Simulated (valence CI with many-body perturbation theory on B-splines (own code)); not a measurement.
Zn17+: key properties

Calculated by valence CI with perturbative core correlation (CI+MBPT): three valence electrons over a frozen Dirac-Fock core [Ne], radial functions for each j: 11 s, 11 p, 10 d, 8 f, 5 g, 2 h, with the one-electron correlation potential Σ1, the two-electron term Σ2, the three-electron term Σ3, Breit, model QED; selected CI, second order for the rest, scaled by the run's own slope (own B-spline code, finite nucleus).

No measured spectrum was set against this ion. As an estimate, levels of excited configurations hold to 0.05 to 0.15 % of their energy, terms of the ground configuration to about 0.5 %.

Names give the largest LS component (configuration and term), which can be under half, so a name can repeat, a term be missing and a line seem to break the LS rules; names also repeat where a configuration has a term twice.

Rates and lifetimes use the calculated energies. Strong lines usually hold to 10 to 20 %, long lifetimes can be off by a factor of two.

Question: What is the ground level?

Answer: 3s²3p ²P°_1/2, composition 98 % 3s²3p ²P°, g = 0.664.

Question: How well does LS coupling describe the low levels?

Answer: Among the lowest 20 levels the leading LS term, summed over configurations, holds 91 % on average. For single configurations the figures are 83 % in LS and 69 % in jj coupling. Terms mix most in the J = 1/2 level at 58.64 eV, where the leading one holds 55 %.

Question: How is the term ²P° of the ground level split?

Answer: J = 1/2 at 0.00, J = 3/2 at 4.90 eV.

Question: Where does the other parity begin?

Answer: At 3s3p² ⁴P_1/2, 36.60 eV.

Question: Among levels below 326.79 eV, which E1 lines absorb most strongly from the ground level?

Answer: to 3s²3d ²D_3/2 at 16.41 nm, f = 0.382; to 3s²4d ²D_3/2 at 3.864 nm, f = 0.343; to 3s3p² ²S_1/2 at 21.14 nm, f = 0.230.

Question: What is the ionisation energy?

Answer: 617.63 eV; NIST lists 613.3 ± 2.4 eV (semi-empirical).

Question: Name the longest-lived excited levels whose lifetime is computed, and their main decay.

Answer: 3s²3p ²P°_3/2 at 4.90 eV lives 1.80 ms, mostly by M1 to 3s²3p ²P°_1/2; 3s3p² ⁴P_3/2 at 38.81 eV lives 40.7 ns, mostly by E1 to 3s²3p ²P°_3/2. The lifetime of 3s3p3d ⁴F°_9/2 is too uncertain to give, and may be longer.
